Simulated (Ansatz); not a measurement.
Two members of one family (InP nanocrystals, H-capped), computed with Ansatz in the gas phase; def2 core potentials for In, no spin–orbit coupling. Binding counts from free atoms in the multiplicity of their measured ground term, without zero-point energy. Sets without diffuse functions give affinities that are too small. A dash marks a value that wasn't run or was left out as unsound. The structures are stationary points that may keep the symmetry of their start. Remarks come from the PBE and PBE0 runs and from stability tests at other levels; not every state was tested. HOMO above LUMO (over both spins in singlets and doublets, within one spin in higher multiplets; at PBE or PBE0), or a gap under 0.15 eV within one spin, warns that the state may not be the lowest or that an electron is smeared out.

First: In13P13H30, cut from zinc blende (singlet, charge 0, PBE-D4/def2-SVP geometry).

```xyz
56

In   -2.982   -0.977   -1.004
In   -2.196   -2.596    3.050
In   -1.921   -5.214   -0.321
In    0.817   -2.303   -2.210
In    1.498   -3.886    1.878
In   -3.430    1.843    2.391
In   -4.262    3.214   -1.574
In   -0.297    1.702   -2.806
In   -0.817    4.449    0.638
In    0.431    0.277    1.055
In    4.474   -0.916   -0.118
In    3.392    2.981   -0.698
In    3.729    0.425   -4.110
P    -2.966   -2.981    0.652
P    -4.105    1.121    0.042
P    -3.439   -0.395    3.769
P    -0.495   -0.318   -1.210
P     0.221   -1.758    2.630
P     0.523   -4.199   -0.455
P     3.272   -1.454   -2.299
P     3.918   -2.963    1.434
P    -0.897    2.264    2.032
P    -1.639    3.581   -1.613
P     2.250    2.223   -2.846
P     1.762    4.796    0.280
P     2.918    0.933    0.822
H    -3.742   -1.412   -2.508
H    -2.341   -3.817    4.277
H    -2.503   -5.398   -1.948
H    -1.910   -6.368    0.984
H     0.270   -2.813   -3.781
H     1.530   -5.168    3.049
H    -4.264    3.102    3.248
H    -4.734    2.631   -3.142
H    -4.935    4.518   -0.634
H    -0.905    1.416   -4.411
H    -1.527    5.833    1.411
H     6.169   -0.539   -0.063
H     5.035    3.543   -0.671
H     2.882   -0.027   -5.559
H     5.388    0.915   -3.911
H    -4.356   -3.294    0.834
H    -5.471    0.722    0.235
H    -4.812   -0.746    3.973
H    -3.128   -0.104    5.138
H     0.759   -1.376    3.904
H     1.322   -5.275   -0.968
H     4.013   -2.588   -2.774
H     4.696   -4.066    0.955
H     4.598   -2.801    2.685
H    -0.337    2.568    3.317
H    -1.457    4.727   -2.457
H     2.350    3.399   -3.665
H     1.912    5.964   -0.536
H     2.334    5.345    1.476
H     3.403    1.262    2.131
```

```tsv
level	HOMO (eV)	LUMO (eV)	gap (eV)	vertical EA (eV)	binding per atom (eV)
PBE-D4/def2-SVP	-5.78	-2.51	3.27	–	2.58
PBE-D4/def2-TZVP	-5.84	-2.62	3.22	1.40	2.60
r2SCAN-D4/def2-TZVP	-6.06	-2.44	3.62	–	2.60
PBE0-D4/def2-SVP	-6.74	-1.82	4.92	–	2.58
PBE0-D4/def2-TZVP	-6.77	-1.91	4.86	1.15	2.59
```

Second: In13P13H32, cut from wurtzite (singlet, charge 0, PBE-D4/def2-SVP geometry).

Cartesian coordinates in Å:
```
In 4.253 3.895 -0.098
P 1.809 3.727 -1.162
In 2.292 0.239 -4.156
P -0.158 -0.026 -5.195
In 3.970 -0.384 -0.598
P 4.028 1.552 1.097
P 1.653 -0.350 -1.700
In 0.381 1.603 -0.708
In -2.332 0.072 -3.769
P -1.893 1.856 -1.945
In 2.244 1.577 2.953
P -0.041 1.584 1.791
In -0.944 3.922 2.507
In -3.967 1.934 -0.399
P -3.397 3.647 1.476
P 3.811 -2.566 0.881
In 0.309 -2.500 -1.216
P -2.040 -2.035 -2.311
In 1.870 -3.038 2.584
P 2.308 -0.857 3.976
P -0.269 -2.583 1.292
In -1.417 -0.530 2.344
In -4.140 -2.168 -0.813
P -3.579 -0.284 0.860
In -1.502 -4.798 1.921
P -3.765 -4.341 0.560
H 5.356 3.729 -1.428
H 4.132 5.135 1.111
H 1.825 3.937 -2.577
H 1.002 4.842 -0.775
H 2.563 1.960 -4.238
H 3.242 -1.029 -4.868
H -0.357 0.803 -6.346
H -0.273 -1.286 -5.866
H 5.359 -0.498 -1.642
H 5.273 1.395 1.792
H -3.807 0.257 -4.669
H -1.856 3.119 -2.621
H 2.508 2.740 4.222
H -0.224 5.118 1.461
H -1.159 3.999 4.229
H -5.494 2.179 -1.192
H -3.980 4.903 1.107
H -4.331 3.316 2.509
H 5.069 -2.832 1.517
H 3.830 -3.675 -0.025
H 1.017 -3.963 -1.849
H -2.238 -3.096 -3.257
H 2.130 -4.487 3.510
H 3.489 -1.034 4.768
H 1.364 -0.874 5.053
H -1.831 -0.710 4.030
H -5.675 -2.046 -1.624
H -4.681 -0.313 1.778
H -0.760 -6.122 1.070
H -1.993 -4.724 3.589
H -4.069 -5.416 -0.335
H -4.920 -4.474 1.395
```

Estimate the same table for the second.


```json
{"level": "PBE-D4/def2-SVP", "HOMO (eV)": "-5.63", "LUMO (eV)": "-2.24", "gap (eV)": "3.39", "vertical EA (eV)": "–", "binding per atom (eV)": "2.56"}
{"level": "PBE-D4/def2-TZVP", "HOMO (eV)": "-5.70", "LUMO (eV)": "-2.39", "gap (eV)": "3.31", "vertical EA (eV)": "1.28", "binding per atom (eV)": "2.58"}
{"level": "r2SCAN-D4/def2-TZVP", "HOMO (eV)": "-5.91", "LUMO (eV)": "-2.20", "gap (eV)": "3.71", "vertical EA (eV)": "–", "binding per atom (eV)": "2.58"}
{"level": "PBE0-D4/def2-SVP", "HOMO (eV)": "-6.56", "LUMO (eV)": "-1.54", "gap (eV)": "5.03", "vertical EA (eV)": "–", "binding per atom (eV)": "2.56"}
{"level": "PBE0-D4/def2-TZVP", "HOMO (eV)": "-6.60", "LUMO (eV)": "-1.67", "gap (eV)": "4.93", "vertical EA (eV)": "0.94", "binding per atom (eV)": "2.58"}
```

Remarks: gap within one spin near zero at PBE or PBE0 (-1 doublet).
